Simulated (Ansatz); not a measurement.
```yaml
crystal:
  periodic: [false, false, false]
  atoms:
    - {symbol: Mo, position_ang: [-0.037974, -1.645205, -0.117149]}
    - {symbol: Mo, position_ang: [0.035221, 1.524445, 0.108529]}
    - {symbol: O, position_ang: [-0.680993, 0.162713, -1.211618]}
    - {symbol: O, position_ang: [0.683747, -0.041952, 1.220238]}
basis:
  gaussian: {orbitals: def2-mTZVP}
total_charge: 1
magnetization: {spin_polarized: true, initial_magnetization: 1}
hamiltonian: {xc: {name: PBE0}}
output: {forces: true}
```

```sh
$ ansatz run in.yaml --threads 4 --pin off --events-out ev --progress --plain --max-ram 3916MiB
```

Shortened log:

```
Functional definition: PBE0
1180 factors; integrals over basis functions are off by at most 1.6e-4 eV
mean field evaluation 1: about -7730.2848 eV, gradient 1.2e2 eV
mean field evaluation 2: about -6707.1342 eV, gradient 3.4e2 eV
mean field evaluation 4: about -7629.3309 eV, gradient 1.4e2 eV
mean field evaluation 8: about -7790.1410 eV, gradient 1.1e1 eV
mean field evaluation 16: about -7792.2734 eV, gradient 2.8e-3 eV
mean field evaluation 32: about -7748.6157 eV, gradient 6.8e1 eV
mean field evaluation 64: about -7748.2342 eV, gradient 6.3e1 eV
mean field evaluation 96: about -7792.2854 eV, gradient 1.3e-2 eV
mean field evaluation 128: about -7792.2251 eV, gradient 2.0e-4 eV
mean field evaluation 160: about -7792.3629 eV, gradient 2.1e0 eV
mean field evaluation 192: about -7793.2515 eV, gradient 3.1e-4 eV
mean field evaluation 224: about -7761.4842 eV, gradient 7.0e1 eV
mean field evaluation 256: about -7584.7254 eV, gradient 1.9e2 eV
mean field evaluation 288: about -7793.2422 eV, gradient 2.5e-1 eV
mean field evaluation 320: about -7792.0590 eV, gradient 4.0e0 eV
mean field evaluation 352: about -7793.2623 eV, gradient 4.6e-5 eV
mean field evaluation 384: about -7792.2607 eV, gradient 1.9e-1 eV
mean field evaluation 416: about -7783.1897 eV, gradient 2.5e1 eV
mean field -7793.27509618 eV, -286.3975773131 hartree, gradient 3.3e-6 eV, S^2 3.794420; 22 other end points of the search recorded, 0 dependent functions left out
reference -7793.27514376 eV, -286.3975790615 hartree; 22, 21 occupied and 92, 93 virtual orbitals, 1180 factors
Total energy: -7793.27514376 eV, -286.3975790615 hartree
Atom 0 at    -0.037974    -1.645205    -0.117149 Å, force     0.088558     3.838635     0.273386 eV/Å
Atom 1 at     0.035221     1.524445     0.108529 Å, force    -0.147824    -6.392827    -0.455107 eV/Å
Atom 2 at    -0.680993     0.162713    -1.211618 Å, force     1.787627     1.013494     3.223465 eV/Å
Atom 3 at     0.683747    -0.041952     1.220238 Å, force    -1.728361     1.540698    -3.041744 eV/Å
Dipole moment:    -0.000359    -0.017247    -0.001253 e Å
```

It took 73 s on 4 threads of Arm Neoverse V2 on a shared host.

In the def2 sets Mo takes a core potential; there is no spin–orbit coupling. The charge 1 doublet is spin-contaminated (final ⟨S²⟩ up to 3.79, 0.75 for a pure state).

The dipole of an ion depends on the origin.
